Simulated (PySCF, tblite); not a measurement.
Isomers of C3H13NO2Si3, one GFN2-xTB conformer each. Single-point energies are computed at PBE0/pcSseg-1 (PySCF, gas phase, no added dispersion term), electronic only.

```tsv
SMILES	GFN2-xTB relative energy (kcal/mol)
CN[SiH2]C(=O)[Si@H](O)C[SiH3]	22.1
C=C[Si@@H](NC)[Si](O)(O)[SiH3]	0.0
NCC([SiH3])([SiH3])[SiH2]OC=O	13.7
```

Conformers: `[CH3:1][NH:2][SiH2:3][C:4](=[O:5])[Si@H:6]([OH:7])[CH2:8][SiH3:9]` with C1–N2–Si3–C4 -168°, N2–Si3–C4–O5 -143°, Si3–C4–Si6–O7 -26°, C4–Si6–O7–H 22°, C4–Si6–C8–Si9 164°; `[CH2:1]=[CH:2][Si@@H:3]([NH:4][CH3:5])[Si:6]([OH:7])([OH:8])[SiH3:9]` with C1–C2–Si3–N4 -128°, C2–Si3–N4–C5 -54°, C2–Si3–Si6–O7 37°, Si3–Si6–O7–H 116°, Si3–Si6–O8–H 61°; `[NH2:1][CH2:2][C:3]([SiH3:4])([SiH3:5])[SiH2:6][O:7][CH:8]=[O:9]` with H–N1–C2–C3 -77° and 162°, N1–C2–C3–Si4 86°, C2–C3–Si6–O7 -80°, C3–Si6–O7–C8 62°, Si6–O7–C8–O9 2°.

What does PBE0/pcSseg-1 give for the same structures?

```csv
SMILES,PBE0/pcSseg-1 E (Eh),PBE0/pcSseg-1 (kcal/mol),GFN2-xTB (kcal/mol),point group
C=C[Si@@H](NC)[Si](O)(O)[SiH3],-1195.08460,0.0,0.0,C1
CN[SiH2]C(=O)[Si@H](O)C[SiH3],-1195.05828,16.5,22.1,C1
NCC([SiH3])([SiH3])[SiH2]OC=O,-1195.04893,22.4,13.7,C1
```

Both levels put the same isomer lowest; measured from each level's own lowest isomer, the values differ by up to 8.7 kcal/mol (NCC([SiH3])([SiH3])[SiH2]OC=O: 13.7 against 22.4). As drawn, the lowest has an O–H bond, an Si–Si bond and a C=C bond outside aromatic rings, which the highest lacks; the highest has a C=O bond and a C(=O)–O unit, which the lowest lacks.

Which frontier levels, dipoles and rotational constants go with these structures?

```csv
SMILES,"HOMO (eV, PBE0/pcSseg-1)",LUMO (eV),dipole (D),"A, B, C (MHz)"
C=C[Si@@H](NC)[Si](O)(O)[SiH3],-6.61,-0.75,1.28,"1091, 668.8, 563.1"
CN[SiH2]C(=O)[Si@H](O)C[SiH3],-6.18,-1.84,3.29,"1626, 486.5, 397.2"
NCC([SiH3])([SiH3])[SiH2]OC=O,-7.51,-0.17,1.37,"1416, 682.4, 664.2"
```

What happens when harmonic zero-point energies from GFN2-xTB frequencies are added?

```json
{"SMILES": "C=C[Si@@H](NC)[Si](O)(O)[SiH3]", "ZPE (kcal/mol)": "97.2", "electronic (kcal/mol)": "0.0", "with ZPE (kcal/mol)": "0.0"}
{"SMILES": "CN[SiH2]C(=O)[Si@H](O)C[SiH3]", "ZPE (kcal/mol)": "95.0", "electronic (kcal/mol)": "16.5", "with ZPE (kcal/mol)": "14.4"}
{"SMILES": "NCC([SiH3])([SiH3])[SiH2]OC=O", "ZPE (kcal/mol)": "94.1", "electronic (kcal/mol)": "22.4", "with ZPE (kcal/mol)": "19.3"}
```

The zero-point energies span 3.1 kcal/mol. The order is unchanged.
